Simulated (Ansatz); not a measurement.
A nudged elastic band was laid between two geometries of AlCl5H3OTa (11 atoms, charge 0, multiplicity 1).

The calculation used RKS PBE/def2-SVP (Ansatz 0.2.0).

```yaml
movable_images: 7
climbing_image: yes
spring: 5.0 eV/Å²
optimiser: quadratic models (default)
start_path: through a guess of the saddle point
force_threshold: 0.03 eV/Å
iteration_limit: 60
end_points: relaxed
```

Initial state:

```xyz
11
Properties=species:S:1:pos:R:3
Ta 0.253 -0.051 0.180
Cl 2.358 0.861 0.433
Cl -0.327 0.299 2.430
Cl 0.636 -0.681 -2.052
Cl -1.050 1.731 -0.490
Cl -1.719 -1.726 0.120
O 1.034 -1.943 0.760
Al -0.199 -3.369 0.787
H 0.061 -4.365 -0.428
H -0.521 -3.807 2.284
H 1.977 -2.022 0.999
```

Final state:

```xyz
11
Properties=species:S:1:pos:R:3
Ta -0.363 -0.099 0.203
Cl 3.594 -1.298 0.545
Cl 0.704 1.646 1.252
Cl 0.455 0.316 -1.907
Cl -2.492 0.544 0.811
Cl -1.555 -2.185 -0.887
O 0.376 -1.482 1.136
Al -0.273 -3.237 0.768
H 0.878 -4.083 0.069
H -1.249 -3.698 1.938
H 2.429 -1.499 1.097
```

What changes between the two ends?

Bonds broken: Ta1–Cl2, O7–H11. Bonds formed: Cl2–H11. AlCl5H3OTa becomes AlCl4H2OTa + ClH.

What energy profile does the band end with?

The run converged. The highest image is number 6 of 0 to 8, 0.77 eV above the first end and 0.25 eV above the last; the last end lies 0.52 eV above the first. The profile has 2 maxima (images 2, 6) with wells between them (image 5): this band takes more than one step, which may be the mechanism or a detour left from its start path. A structure lower than the first end lies on the path between it and the top, so the climb from that side starts below the end, which may itself be a saddle point or a shallow side well. A vibrational analysis at the climbing image gives one clearly imaginary mode, 605i cm⁻¹: a first-order saddle point. The orbitals stay closed-shell, which can raise the energy where a bond breaks towards radicals; this wasn't checked here.

```csv
image,path coordinate (Å),energy (eV),Ta1–Cl2 (Å),O7–H11 (Å),Cl2–H11 (Å)
0,0.00,0.00,2.31,0.98,2.96
1,1.23,0.23,2.32,0.98,3.04
2,2.45,0.53,2.36,0.98,2.92
3,3.68,0.44,2.37,0.98,2.90
4,4.90,0.08,2.36,0.98,3.09
5,6.13,-0.02,2.37,0.98,2.55
6,7.35,0.77,2.75,1.37,1.47
7,8.47,0.56,3.58,2.14,1.30
8,9.60,0.52,4.15,2.05,1.30
```

What is the geometry of the highest image?


```xyz
11
Properties=species:S:1:pos:R:3:forces:R:3
Ta 0.086 -0.142 0.254 0.00 0.00 0.00
Cl 2.682 -0.978 -0.103 0.00 0.00 0.00
Cl 0.936 1.567 1.536 0.00 0.00 0.00
Cl 0.368 0.820 -1.833 0.00 0.00 0.00
Cl -2.098 0.308 0.774 0.00 0.00 0.00
Cl -0.777 -2.210 -1.119 0.00 0.00 0.00
O 0.530 -1.649 1.372 0.00 0.00 0.00
Al -0.276 -3.298 0.901 0.00 0.00 0.00
H 0.862 -4.376 0.625 0.00 0.00 0.00
H -1.627 -3.506 1.714 0.00 0.00 0.00
H 1.817 -1.609 0.905 0.00 0.00 0.00
```

Run time: 14 min on 4 threads of Arm Neoverse V2 (shared host), peak memory 0.34 GiB.
